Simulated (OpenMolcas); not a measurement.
OpenMolcas run: Pd2+

Pd2+ with 6 ligands (chloride) in trigonal prismatic coordination (D3h) at 2.62 Å, a polar angle of 52.0° against the regular 49.1°. A charge of +0.667 e stands 2.4 Å behind each ligand. Ligand basis ANO-RCC-VDZP.

Input:

```
&GATEWAY
Coord
7

Pd 0.0 0.0 0.0
Cl 2.065883 0.000000 1.611375
Cl -1.032941 1.789107 1.611375
Cl -1.032941 -1.789107 1.611375
Cl 2.065883 0.000000 -1.611375
Cl -1.032941 1.789107 -1.611375
Cl -1.032941 -1.789107 -1.611375
Basis=Pd.ANO-RCC-VTZP,Cl.ANO-RCC-VDZP
Group=NoSym
NoMove
AngMom=0.0 0.0 0.0
AMFI
RICD
XField
6 Angstrom 0
3.958295 0.000000 3.087443 0.666667
-1.979146 3.427984 3.087444 0.666667
-1.979146 -3.427984 3.087444 0.666667
3.958295 0.000000 -3.087443 0.666667
-1.979146 3.427984 -3.087444 0.666667
-1.979146 -3.427984 -3.087444 0.666667
&SEWARD
&RASSCF
FileOrb=start.orb
Symmetry=1
Spin=3
nActEl=8 0 0
Inactive=72
Ras2=5
CIRoot=10 10 1
SDav=10
CIMx=300
Iter=150 100
PrWF=0.3
OrbListing=Nothing
MaxOrb=0
LevShft=1.0
>>> COPY $Project.JobIph JOB001
&RASSCF
FileOrb=start.orb
Symmetry=1
Spin=1
nActEl=8 0 0
Inactive=72
Ras2=5
CIRoot=15 15 1
SDav=15
CIMx=300
Iter=150 100
PrWF=0.3
OrbListing=Nothing
MaxOrb=0
LevShft=1.0
>>> COPY $Project.JobIph JOB002
&RASSI
NrOfJobIphs=2 10 15
1 2 3 4 5 6 7 8 9 10
1 2 3 4 5 6 7 8 9 10 11 12 13 14 15
IphNames
JOB001
JOB002
EJob
SpinOrbit
DIPRint=1.0
SOCoupling=1000.0
Subsets=2
Property=9
'ANGMOM' 1 'ANGMOM' 2 'ANGMOM' 3 'MLTPL  1' 1 'MLTPL  1' 2 'MLTPL  1' 3
'AMFI' 1 'AMFI' 2 'AMFI' 3
SOProperty=3
'ANGMOM' 1 'ANGMOM' 2 'ANGMOM' 3
```

Launched by
```bash
OMP_NUM_THREADS=1 MOLCAS_MEM=2457 MOLCAS_PROJECT=a pymolcas a.inp > a.log  # once for each step of the input, in one work folder
```

A driver script runs the steps one by one and writes start.orb anew before each from the orbitals found so far.

Output, cut to the results:

```
--- SEWARD ---
Basis set label: PD.ANO-RCC...7S6P4D2F1G.

      Electronic valence basis set:
      ------------------
      Associated Effective Charge  46.000000 au
      Associated Actual Charge     46.000000 au
      Nuclear Model: Point charge

      Shell  nPrim  nBasis  Cartesian Spherical Contaminant
         s      21       7        X
         p      18       6        X
         d      13       4                 X
         f       6       2                 X
         g       4       1                 X
                  Relativistic Douglas-Kroll-Hess integrals:
                    - DKH order of Hamiltonian: 2
                    - DKH order of Properties : 0
                  Atomic mean-field integrals
--- RASSCF ---
Wave function specifications:
      -----------------------------

      Number of closed shell electrons         144
      Number of electrons in active shells       8
      Max number of holes in RAS1 space          0
      Max nr of electrons in RAS3 space          0
      Number of inactive orbitals               72
      Number of active orbitals                  5
      Number of secondary orbitals              99
      Spin quantum number                      1.0
      State symmetry                             1
Orbital specifications:
      -----------------------

      Symmetry species                           1
                                                 a
      Frozen orbitals                            0
      Inactive orbitals                         72
      Active orbitals                            5
      RAS1 orbitals                              0
      RAS2 orbitals                              5
      RAS3 orbitals                              0
      Secondary orbitals                        99
      Deleted orbitals                           0
      Number of basis functions                176
      Number of CSFs                            10
      Number of root(s) required                10
      Iter CI   SX   CI       RASSCF       Energy    max ROT     max BLB   max BLB  Level Ln srch  Step   QN
          iter iter root      energy       change     param      element    value   shift minimum  type update
 Nr of preliminary CI iterations:   1
      Total energies have been shifted. Add                -7000.00 au
        1   1   14    0  -808.47938462    0.00E+00  -6.09E-02   74  90 1  3.18E-01*  1.34   0.00    SX    NO
        2   1   15    0  -808.86414692   -3.85E-01*  2.38E-02   75 116 1  7.41E-02*  1.14   0.00    SX    NO
        3   1   15    0  -808.95935610   -9.52E-02*  1.69E-02   23 124 1 -3.19E-02*  1.09   0.00    SX    NO
        4   1   14    0  -808.98259811   -2.32E-02*  1.09E-02   23 123 1 -1.52E-02*  1.06   0.00    SX    NO
        5   1   13    0  -808.98964917   -7.05E-03*  1.34E-02   23 110 1 -9.51E-03*  1.05   2.40    LS   YES
        6   1   13    0  -808.99325648   -3.61E-03*  5.25E-03   25 125 1  7.23E-03*  1.03   1.15    QN   YES
        7   1   13    0  -808.99420796   -9.51E-04*  5.51E-03   74  90 1 -4.98E-03*  1.03   2.11    LS   YES
        8   1   12    0  -808.99457006   -3.62E-04* -1.42E-03   75  91 1 -3.77E-03*  1.03   1.06    QN   YES
        9   1   12    0  -808.99473370   -1.64E-04*  6.78E-04   48 150 1 -1.58E-03*  1.03   1.44    QN   YES
       10   1   11    0  -808.99477373   -4.00E-05* -3.53E-04   15 119 1 -4.13E-04*  1.03   1.23    QN   YES
       11   1   10    0  -808.99477959   -5.86E-06* -1.62E-04   76  92 1  3.14E-04*  1.03   1.31    QN   YES
       12   1    9    0  -808.99478071   -1.12E-06* -5.77E-05   48 153 1  9.53E-05   1.03   1.30    QN   YES
       13   1    8    0  -808.99478096   -2.53E-07*  3.80E-05   27  85 1 -5.54E-05   1.03   1.40    QN   YES
       14   1    7    0  -808.99478104   -8.32E-08*  1.46E-05   27  85 1 -2.33E-05   1.03   1.17    QN   YES
       15   1    7    0  -808.99478106   -1.37E-08*  6.74E-06   16  86 1  1.21E-05   1.03   1.18    QN   YES
       16   1    6    0  -808.99478107   -1.53E-08* -3.13E-06   27  85 1 -4.42E-06   1.03   1.01    QN   YES
       17   1    5    0  -808.99478107   -1.28E-10  -1.56E-06   17  87 1 -2.10E-06   1.03   0.41    QN   YES
      Convergence after 17 iterations
       18   1    5    0  -808.99478107   -1.16E-10  -1.56E-06   16  86 1 -1.48E-06   1.03   0.41    QN   YES
      Natural orbitals and occupation numbers for root  1
      sym 1:   2.000000   1.081736   1.918264   1.918264   1.081736
      Natural orbitals and occupation numbers for root  2
...
--- RASSI ---
SPIN-FREE ENERGIES:
  (Shifted by EMIN (a.u.) =      -7809.0309101238)

 SF State       Relative EMIN(au)   Rel lowest level(eV)    D:o, cm**(-1)

     1             0.0000000000        0.0000000000              0.0000
     2             0.0129160598        0.3514638925           2834.7475
     3             0.0129228592        0.3516489136           2836.2398
     4             0.0148339342        0.4036519136           3255.6722
     5             0.0148339440        0.4036521802           3255.6744
     6             0.0355867840        0.9683657245           7810.3963
     7             0.0355867885        0.9683658468           7810.3973
    11             0.0555717438        1.5121841841          12196.5880
    12             0.0555717444        1.5121842018          12196.5881
    13             0.0637250859        1.7340479255          13986.0397
    14             0.0637250916        1.7340480820          13986.0410
    15             0.0697629357        1.8983461878          15311.1946
     8             0.0747569938        2.0342414316          16407.2636
     9             0.0747570140        2.0342419838          16407.2681
    10             0.0850961222        2.3155834487          18676.4400
    16             0.0887880108        2.4160448565          19486.7159
    17             0.0896271165        2.4388780845          19670.8783
    18             0.0941763662        2.5626694762          20669.3233
    19             0.0941763956        2.5626702768          20669.3297
    20             0.1034520912        2.8150748116          22705.1096
    21             0.1041660481        2.8345025682          22861.8050
    22             0.1041660531        2.8345027055          22861.8061
    23             0.1089866709        2.9656783981          23919.8094
    24             0.1089866709        2.9656783981          23919.8094
    25             0.2135100048        5.8099032084          46860.0296
...
```

Spin-orbit levels above the lowest (labels of D3, the rotations of D3h):

| E (cm-1) | Degeneracy | Label | 2S+1 | g |
| --- | --- | --- | --- | --- |
| 0.0 | 1 | A1 | 3 |  |
| 391.8 | 2 | E | 3 | 0.00 0.00 3.61 |
| 1872 | 2 | E | 3 | 0.00 0.00 9.37 |
| 3179 | 2 | E | 3 | 0.00 0.00 5.55 |
| 3638 | 1 | A1 | 3 |  |
| 3640 | 1 | A2 | 3 |  |
| 4662 | 2 | E | 3 | 0.00 0.00 2.15 |
| 5235 | 1 | A2 | 3 |  |
| 5638 | 2 | E | 3 | 0.00 0.00 1.78 |
| 6090 | 1 | A1 | 3 |  |
| 7966 | 1 | A1 | 3 |  |
| 7967 | 1 | A2 | 3 |  |
| 9503 | 2 | E | 3 | 0.00 0.00 3.69 |
| 10205 | 2 | E | 3 (88 %) | 0.00 0.00 0.04 |
| 13281 | 2 | E | 1 (73 %) | 0.00 0.00 3.62 |
| 15065 | 2 | E | 1 (59 %) | 0.00 0.00 1.80 |
| 15285 | 1 | A1 | 1 (61 %) |  |
| 17569 | 2 | E | 3 (81 %) | 0.00 0.00 5.28 |
| 18382 | 2 | E | 3 (78 %) | 0.00 0.00 1.83 |
| 18383 | 1 | A2 | 3 |  |

Without dynamic correlation the repulsion within the d shell is too large (B by tens of per cent), so at a given field states of lower spin stand too high. Real 4d8 and 5d8 ions are as a rule square planar and diamagnetic. With metal d orbitals alone the field can be off either way by tens of per cent. Ligand-to-metal charge-transfer states are missing. With no ligand orbital active B as a rule stays too high, so bands that hang on it stand too high and its fall with covalency is understated. No measured value stands beside these numbers; the geometry was imposed, not optimised, and the real ion may take another.

The RASSCF and RASSI steps took 2.1 min on 1 thread of Arm Neoverse V1, with other jobs on the host; the integral step is not counted.

With an even number of electrons the g values are those of a degenerate or nearly degenerate non-Kramers pair.
